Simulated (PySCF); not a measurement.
## Excitation energy of Rh by level of theory

Rh [Kr] 4d8 5s1 (4F) → Rh [Kr] 4d9 (2D), as a difference of total energies. Calculation: PySCF 2.14, in aug-cc-pVTZ-PP with ECP28MDF (6s6p5d3f2g, 88 functions); scalar relativity through the core potential. Correlated levels: valence: 4s2 4p6 frozen. The calculations carry no spin-orbit coupling.

```csv
method,excitation energy (eV)
UHF,1.660
MP2 (valence),0.290
SCS-MP2 (valence),0.204
CCSD (valence),0.679
CCSD(T) (valence),0.523
```

Errors of the correlated levels include the incompleteness of this basis and the frozen core.

The coupled-cluster amplitudes are large for the upper state (T1 above 0.03 or a double amplitude above 0.15), so a single reference is strained.

Task: Which method comes closest to the reference value, and which is furthest?

Result: The reference is 0.342 eV (measured; NIST levels, between the centres of gravity of the two terms). Closest: MP2 (valence) (error -0.052 eV); furthest: UHF (error 1.318 eV).
